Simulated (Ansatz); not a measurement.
Frontier orbitals of ClFH$_{3}$N$_{2}$Ta (`[NH]=[Ta]([NH2])([F])[Cl]`).

The species carries charge 0 and has multiplicity 1. Correlated methods include outer-core shells of Ta, which these sets cover unevenly. Ta: def2 effective core potential. Geometry: relaxed with PBE0-D4/def2-TZVP. It is one conformer, not always the lowest. Basis def2-TZVPP, the Gaussian-basis code of Ansatz.

```tsv
functional	HOMO (eV)	LUMO (eV)	gap (eV)
LDA (SPW92)	-6.89	-2.20	4.69
PBE	-6.68	-1.93	4.75
revPBE	-6.61	-1.83	4.78
PBE0	-8.06	-1.09	6.97
B3LYP	-7.80	-1.33	6.47
r2SCANh	-7.50	-1.47	6.03
BHLYP	-9.28	-0.13	9.15
CAM-B3LYP	-9.43	-0.01	9.42
LC-ωPBE	-10.82	1.19	12.01
ωB97M-V	-10.34	0.97	11.31
HF	-11.15	2.11	13.26
```

Against PBE, PBE0 changes HOMO and LUMO by −1.38 and +0.84 eV, ωB97M-V by −3.66 and +2.91 eV. A gap of 4.75 eV thus becomes 11.32 eV for the same molecule, so an orbital gap means little without its functional. A positive LUMO is unbound and depends on the basis.

B3LYP here is the variant with VWN-RPA as its local correlation; programs differ in this. LC-ωPBE has ω = 0.4 bohr⁻¹.
